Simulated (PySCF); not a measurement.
Sb(Cl)3 cation (Cl₃Sb), SMILES [Cl][Sb]([Cl])[Cl] (connectivity only; charge and spin as stated), charge +1, multiplicity 2.

Coordinates come from a PBE0-D3(BJ)/def2-SVP optimisation. The spin state was assumed, not searched. The isomer is the one that the SMILES or the coordinates give; other isomers of the formula were not compared. The def2 effective core potentials stand for the cores of Sb; spin–orbit coupling is left out.

All values below come from PBE/def2-TZVPD (PySCF).

Gas-phase values at a fixed geometry.

Question: Estimate the frontier levels, dipole moment and polarisability. (Estimate from the structure and the level; the computed values follow.)

Answer: 
The α spin, highest occupied and lowest empty level is -13.13 and -8.80 eV. The β spin, highest occupied and lowest empty level is -13.58 and -12.48 eV and the dipole moment about the centre of nuclear charge is 1.07 D. The mean static polarisability is 84.0 bohr³ (12.44 Å³) and the polarisability, principal values comes out as 57.4, 97.2, 97.2 bohr³. The ⟨S²⟩ is 0.753 (pure state 0.75).
